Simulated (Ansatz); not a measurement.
Ansatz (a program for electronic structure) input file for 1,1,2-trichloro-2-fluoroethene (C2Cl3F), SMILES FC(Cl)=C(Cl)Cl, PBE-D3(BJ)/def2-SVP. 

Ansatz 0.2 input:
```yaml
crystal:
  periodic: [false, false, false]
  atoms:
    - {symbol: F, position_ang: [1.90280719, -0.69582058, 0.00000000]}
    - {symbol: C, position_ang: [0.58079394, -0.65436916, 0.00000000]}
    - {symbol: Cl, position_ang: [-0.16569371, -2.19952031, 0.00000000]}
    - {symbol: C, position_ang: [-0.08324212, 0.51567223, 0.00000000]}
    - {symbol: Cl, position_ang: [-1.80468087, 0.60751080, 0.00000000]}
    - {symbol: Cl, position_ang: [0.78739954, 2.00933696, 0.00000000]}
basis:
  gaussian:
    orbitals: def2-SVP
hamiltonian:
  xc: pbe
  dispersion: d3bj
relax: {f_tol: 0.002, max_steps: 200}
```

Log of the run:

```
WARN ansatz: RAYON_NUM_THREADS=1 ignored (pool sized by the plan → 1); use --threads N
Functional definition: PBE
integrals: 0.05 GiB planned
1049 factors; their error is unknown
mean field: 0.24 GiB planned
mean field evaluation 1: about -42319.0298 eV, gradient 3.5e1 eV
mean field evaluation 2: about -42312.9450 eV, gradient 5.9e1 eV
mean field evaluation 4: about -42321.8108 eV, gradient 5.2e0 eV
mean field evaluation 8: about -42321.8002 eV, gradient 1.5e-1 eV
mean field evaluation 16: about -42321.8002 eV, gradient 7.5e-5 eV
mean field -42321.80021803 eV, -1555.2974712661 hartree, gradient 7.5e-5 eV, S^2 0.000000; 0 other end points of the search recorded, 0 dependent functions left out
the calculation of the forces begins
reference -42321.80024042 eV, -1555.2974720888 hartree; 36, 36 occupied and 60, 60 virtual orbitals, 1049 factors
relax step   1: F+E_penalty+E_count = -42321.99980929 eV  Δ(F+E_penalty+E_count) = +0.000e0 eV  max|allowed force component| = 6.152e-1 eV/Å  Δτ_max = 0.0000 Å  (28 SCF iters, accepted)
these checks for a lower state are left out or cut short: starts, cluster_reference, orbital_swaps, neighbouring_geometries, increment
integrals: 0.05 GiB planned
1049 factors; their error is unknown
mean field: 0.24 GiB planned
mean field -42321.80589276 eV, -1555.2976798085 hartree, gradient 2.4e-5 eV, S^2 0.000000; 0 other end points of the search recorded, 0 dependent functions left out
the calculation of the forces begins
reference -42321.80591516 eV, -1555.2976806317 hartree; 36, 36 occupied and 60, 60 virtual orbitals, 1049 factors
relax step   2: F+E_penalty+E_count = -42322.00525118 eV  Δ(F+E_penalty+E_count) = -5.442e-3 eV  max|allowed force component| = 1.778e-1 eV/Å  Δτ_max = 0.0078 Å  (32 SCF iters, accepted)
these checks for a lower state are left out or cut short: starts, cluster_reference, orbital_swaps, neighbouring_geometries, increment
integrals: 0.05 GiB planned
1049 factors; their error is unknown
mean field: 0.24 GiB planned
mean field evaluation 32: about -42321.8065 eV, gradient 2.4e-5 eV
mean field -42321.80647165 eV, -1555.2977010825 hartree, gradient 2.4e-5 eV, S^2 0.000000; 0 other end points of the search recorded, 0 dependent functions left out
the calculation of the forces begins
reference -42321.80649405 eV, -1555.2977019057 hartree; 36, 36 occupied and 60, 60 virtual orbitals, 1049 factors
relax step   3: F+E_penalty+E_count = -42322.00581112 eV  Δ(F+E_penalty+E_count) = -5.599e-4 eV  max|allowed force component| = 1.788e-2 eV/Å  Δτ_max = 0.0035 Å  (32 SCF iters, accepted)
these checks for a lower state are left out or cut short: starts, cluster_reference, orbital_swaps, neighbouring_geometries, increment
integrals: 0.05 GiB planned
1049 factors; their error is unknown
mean field: 0.24 GiB planned
mean field -42321.80646205 eV, -1555.2977007296 hartree, gradient 2.5e-5 eV, S^2 0.000000; 0 other end points of the search recorded, 0 dependent functions left out
the calculation of the forces begins
reference -42321.80648445 eV, -1555.2977015527 hartree; 36, 36 occupied and 60, 60 virtual orbitals, 1049 factors
relax step   4: F+E_penalty+E_count = -42322.00582279 eV  Δ(F+E_penalty+E_count) = -1.167e-5 eV  max|allowed force component| = 6.148e-3 eV/Å  Δτ_max = 0.0005 Å  (22 SCF iters, accepted)
these checks for a lower state are left out or cut short: starts, cluster_reference, orbital_swaps, neighbouring_geometries, increment
integrals: 0.05 GiB planned
1049 factors; their error is unknown
mean field: 0.24 GiB planned
mean field -42321.80645373 eV, -1555.2977004237 hartree, gradient 2.8e-5 eV, S^2 0.000000; 0 other end points of the search recorded, 0 dependent functions left out
the calculation of the forces begins
reference -42321.80647612 eV, -1555.2977012468 hartree; 36, 36 occupied and 60, 60 virtual orbitals, 1049 factors
relax step   5: F+E_penalty+E_count = -42322.00582523 eV  Δ(F+E_penalty+E_count) = -2.433e-6 eV  max|allowed force component| = 1.103e-3 eV/Å  Δτ_max = 0.0003 Å  (20 SCF iters, accepted)
integrals: 0.05 GiB planned
1049 factors; their error is unknown
mean field: 0.24 GiB planned
mean field -42321.80645373 eV, -1555.2977004237 hartree, gradient 2.8e-5 eV, S^2 0.000000; 1 other end points of the search recorded, 0 dependent functions left out
the calculation of the forces begins
reference -42321.80647612 eV, -1555.2977012468 hartree; 36, 36 occupied and 60, 60 virtual orbitals, 1049 factors
Total energy: -42322.00584762 eV, -1555.3050280143 hartree
Atom 0 at     1.913252    -0.699155     0.000000 Å, force    -0.000725     0.000196     0.000000 eV/Å
Atom 1 at     0.584789    -0.658814    -0.000000 Å, force     0.001103    -0.000496    -0.000000 eV/Å
Atom 2 at    -0.171499    -2.200066    -0.000000 Å, force    -0.000199     0.000144     0.000000 eV/Å
Atom 3 at    -0.087072     0.521620     0.000000 Å, force     0.000243     0.000234     0.000000 eV/Å
Atom 4 at    -1.807698     0.606365     0.000000 Å, force    -0.000297     0.000025    -0.000000 eV/Å
Atom 5 at     0.785612     2.012860    -0.000000 Å, force    -0.000124    -0.000102    -0.000000 eV/Å
Dipole moment:    -0.064898    -0.052185    -0.000000 e Å
```

The run converged.
